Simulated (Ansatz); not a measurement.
C3H8BO, SMILES `[BH]OC(C)C` radical, charge 0, multiplicity 2.

Problem. Give a relaxed structure at PBE0-D4/def2-TZVP (Ansatz). (An estimate is asked.)

Solution. Ansatz gave: 
Z-matrix (Å, degrees):
```
C
O 1 1.440
C 1 1.511 2 107.9
C 1 1.511 2 108.0 3 -122.7
H 1 1.096 2 107.6 3 118.7
B 2 1.321 1 123.6 3 -119.9
H 3 1.092 1 110.2 2 -179.9
H 3 1.092 1 110.4 2 -60.1
H 3 1.091 1 110.8 2 60.1
H 4 1.091 1 110.8 2 -60.3
H 4 1.092 1 110.2 2 179.7
H 4 1.092 1 110.4 2 59.9
H 6 1.201 2 121.6 1 -179.9
```
Point group Cs.
This is one stationary point; other conformers may exist.
